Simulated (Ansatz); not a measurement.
`CN[SiH2]CN` from Hartree–Fock to CCSD(T)

```csv
atom,x (Å),y (Å),z (Å)
C1,1.974,0.460,-0.405
N2,0.809,-0.054,-1.096
Si3,-0.339,-1.124,-0.391
C4,-1.672,-0.182,0.546
N5,-1.022,0.872,1.322
H6,2.881,-0.128,-0.596
H7,2.181,1.498,-0.685
H8,1.796,0.446,0.672
H9,0.895,-0.048,-2.098
H10,0.333,-2.048,0.568
H11,-0.957,-1.904,-1.501
H12,-2.155,-0.886,1.234
H13,-2.456,0.174,-0.142
H14,-1.691,1.391,1.877
H15,-0.578,1.533,0.695
```

Total charge 0; spin multiplicity 1. All single points use the PBE0-D4/def2-TZVP geometry. It is one conformer, not always the lowest. Frozen core, restricted reference, the Gaussian-basis code of Ansatz. CBS rows extrapolate triple and quadruple zeta; past MP2 they add the triple-zeta difference.

```json
{"basis": "def2-TZVPP", "HF (Eh)": "-479.48714", "MP2 corr.": "-0.90873"}
{"basis": "def2-QZVPP", "HF (Eh)": "-479.50595", "MP2 corr.": "-0.97095"}
```

Question: Estimate the CCSD correlation energy and the (T) correction in each basis where they were run (hartree).

Answer: 
| basis | CCSD corr. | (T) |
| --- | --- | --- |
| def2-TZVPP | -0.96344 | -0.03638 |
| CBS(def2) | -1.07176 | as TZ |
